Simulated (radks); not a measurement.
The numbers below are computed, except where a source is named.
Isoelectronic series with 1 electrons, each ion in its NIST ground configuration. Level of theory: scalar-relativistic Kohn-Sham, r2SCAN, spin-polarised, spherical densities, finite nucleus; open shells are filled with parallel spins first (spin-orbit coupling, left out, can overturn this in heavy ions); meta-GGA in the generalised Kohn-Sham scheme; Fermi nuclear charge, rms radius of each element as measured or else 0.836 A^(1/3) + 0.57 fm (a radial shooting solver on a logarithmic mesh with Libxc functionals). Total energies (hartree) and mean radii <r> (bohr):

ion,configuration,E (hartree),1s up
H,1s1,-0.50018,1.517
C5+,1s1,-18.00894,0.2503
S15+,1s1,-128.44235,0.09338
Sc20+,1s1,-221.81667,0.07090
Fe25+,1s1,-341.11001,0.05702
Ga30+,1s1,-486.82919,0.04757
Kr35+,1s1,-659.61127,0.04070
Nb40+,1s1,-860.23791,0.03548
Pd45+,1s1,-1089.65226,0.03135
Sb50+,1s1,-1348.98710,0.02801
Ba55+,1s1,-1639.5899,0.02523
Pm60+,1s1,-1963.0683,0.02288
